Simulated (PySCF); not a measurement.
C₂H₈F₂Si₂, SMILES FC(F)C[SiH2][SiH3]. Atoms are numbered in the order given.

```xyz
14

F     -2.5102     1.3000    -0.4007
C     -1.2907     0.6962    -0.4317
F     -1.3514    -0.2934    -1.3735
C     -0.9453     0.1115     0.9158
Si     0.6104    -0.9943     0.9235
Si     2.3732     0.0550    -0.2276
H     -0.5566     1.4442    -0.7834
H     -1.8077    -0.4838     1.2601
H     -0.8081     0.9345     1.6357
H      0.3110    -2.3153     0.3028
H      1.0009    -1.2192     2.3470
H      2.6338     1.4019     0.3656
H      3.6223    -0.7569    -0.1451
H      2.0048     0.2389    -1.6626
```

Geometry: B3LYP-D3(BJ)/def2-SVP. This is a generated structure with no PubChem entry under its InChIKey; it may be hypothetical. One conformer was computed; it need not be the lowest.

Method: TDDFT-LC-ωPBE/def2-SVPD in PySCF.

Vertical excitations. The molecule is in vacuum.

```
state  energy (eV)  λ (nm)      f                                                                   main pairs
-----  -----------  ------  -----  ---------------------------------------------------------------------------
S1            7.51     165  0.042                                             HOMO→LUMO 57 %, HOMO→LUMO+2 23 %
S2            7.73     160  0.031                                                             HOMO→LUMO+3 87 %
S3            8.34     149  0.025                           HOMO→LUMO+1 51 %, HOMO→LUMO 17 %, HOMO→LUMO+2 17 %
S4            8.52     146  0.538                           HOMO→LUMO+2 41 %, HOMO→LUMO+1 30 %, HOMO→LUMO 10 %
S5            8.58     145  0.005                                                             HOMO→LUMO+4 82 %
S6            8.87     140  0.015                      HOMO−2→LUMO 48 %, HOMO−2→LUMO+2 11 %, HOMO−2→LUMO+1 8 %
S7            8.92     139  0.018                                           HOMO→LUMO+6 54 %, HOMO→LUMO+7 27 %
S8            9.15     135  0.066     HOMO−1→LUMO+3 22 %, HOMO−1→LUMO 13 %, HOMO−4→LUMO+3 9 %, HOMO−2→LUMO 7 %
S9            9.21     135  0.160                                           HOMO−1→LUMO 44 %, HOMO−5→LUMO 10 %
S10           9.31     133  0.039  HOMO−1→LUMO+3 21 %, HOMO−2→LUMO+4 13 %, HOMO−5→LUMO 11 %, HOMO−2→LUMO+2 5 %
T1            6.44     193      0                                             HOMO→LUMO 54 %, HOMO→LUMO+2 21 %
T2            6.59     188      0                                                             HOMO→LUMO+3 89 %
T3            7.29     170      0         HOMO→LUMO+2 31 %, HOMO→LUMO+1 27 %, HOMO→LUMO+8 7 %, HOMO→LUMO+5 6 %
T4            7.85     158      0                           HOMO→LUMO+1 37 %, HOMO→LUMO+2 20 %, HOMO→LUMO 16 %
```
Triplets are in the Tamm–Dancoff approximation, which puts them higher than full response would, so one can lie above its singlet here.
